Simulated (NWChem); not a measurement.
# C2H6O3Si; SMILES O[Si](C=O)(O)C

```xyz
12

C     -1.8655    -0.9149    -0.4476
Si    -0.1131    -0.4865     0.0179
O      0.1826    -0.4881     1.6494
O      0.8704    -1.5440    -0.8049
C      0.3438     1.3470    -0.4071
O      0.7307     2.0622     0.5094
H     -2.5750    -0.1876    -0.0377
H     -2.1308    -1.9035    -0.0563
H     -1.9876    -0.9419    -1.5363
H      0.5027     0.3956     1.9141
H      1.7652    -1.6485    -0.4509
H      0.2835     1.7819    -1.4336
```
Atoms are numbered in this order, from 1.

Results from NWChem. Coordinates come from a B3LYP/6-31G* (spherical d) optimisation. Solvent water, SMD (1 M gas to 1 M solution), gas-phase geometry. Reactions with the solvent are ignored.

```tsv
level	basis functions	solvation free energy (kcal/mol)	cavity-dispersion-structure term (kcal/mol)	dipole in solution (D)
PBE0/STO-3G	40	(withheld)	5.0	(withheld)
PBE0/def2-SVP	118	-7.3	5.0	1.73
PBE0/def2-SVPD	181	-7.6	5.0	2.12
PBE0/def2-TZVP	228	-7.5	5.0	1.96
```

Problem. What belongs in the gaps?

Solution. 
- PBE0/STO-3G, solvation free energy (kcal/mol): -2.5
- PBE0/STO-3G, dipole in solution (D): 0.74
